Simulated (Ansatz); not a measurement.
Gas-phase electronic energies from Ansatz, PBE0-D4/def2-TZVP geometries. CCSD(T)/CBS is the MP2 limit (def2-TZVPP, def2-QZVPP) plus CCSD(T) − MP2 in def2-TZVPP, frozen cores. This one scheme is used for every species, atoms too. Functionals use def2-TZVPP. Open shells (•) are unrestricted, without spin–orbit coupling. Spin–orbit coupling would lower the free atoms: a little for Cl. One conformer a species, not always the lowest.

`O[Si](O)(F)[SiH2]Cl` → Cl• + `O[Si](O)(F)[SiH2]`•  (homolysis of the Cl–Si bond)

`O[Si](O)(F)[SiH2]Cl`:

Z-matrix (Å, degrees):
```
Si
O 1 1.632
F 1 1.598 2 108.0
O 1 1.622 2 108.2 3 -120.3
Si 1 2.334 2 113.2 3 119.1
H 2 0.959 1 118.4 3 -49.2
H 4 0.960 1 119.2 2 38.4
Cl 5 2.070 1 105.7 2 -50.5
H 5 1.483 1 112.0 2 66.6
H 5 1.483 1 113.4 2 -168.6
```

`O[Si](O)(F)[SiH2]`•:

Z-matrix (Å, degrees):
```
Si
O 1 1.624
F 1 1.599 2 110.6
O 1 1.635 2 106.8 3 -117.3
Si 1 2.318 2 111.4 3 118.1
H 2 0.960 1 118.0 3 83.8
H 4 0.959 1 118.2 2 166.7
H 5 1.486 1 115.4 2 -72.7
H 5 1.486 1 114.7 2 58.5
```

```json
{"level": "r2SCANh-D4", "ΔE (eV)": "4.54"}
{"level": "r2SCAN0-D4", "ΔE (eV)": "4.51"}
{"level": "BHLYP-D4", "ΔE (eV)": "4.47"}
{"level": "ωB97M-V", "ΔE (eV)": "4.75"}
{"level": "PBE-QIDH", "ΔE (eV)": "4.65"}
{"level": "r2SCAN", "ΔE (eV)": "4.55"}
{"level": "CAM-B3LYP", "ΔE (eV)": "4.49"}
{"level": "MP2/CBS(def2)", "ΔE (eV)": "4.95"}
```

**Question.** What does CCSD(T)/CBS give? (An estimate is asked.)

**Answer.** The calculation gave: +4.71 eV. The listed levels differ from it by -0.17, -0.20, -0.24, 0.04, -0.06, -0.16, -0.22, 0.24 eV.

Largest T1 diagnostic among the species: 0.014.

The D4 term adds +0.10 eV with B3LYP and +0.06 eV with PBE0; it sums over pairs of atoms, weighted by their polarisabilities, and B3LYP, whose exchange is more repulsive, gets the larger term. Leaving LDA and LC-ωPBE aside and taking each functional with its dispersion term where it has one, the values spread over 0.28 eV, from BHLYP-D4 to ωB97M-V. LDA lies +0.64 eV from PBE without D4, its usual overbinding.

CCSD(T)/CBS has its own doubt, a few kJ/mol and more with outer-core shells, so smaller differences from it don't rank the levels.

B3LYP here is the variant with VWN-RPA as its local correlation; programs differ in this.
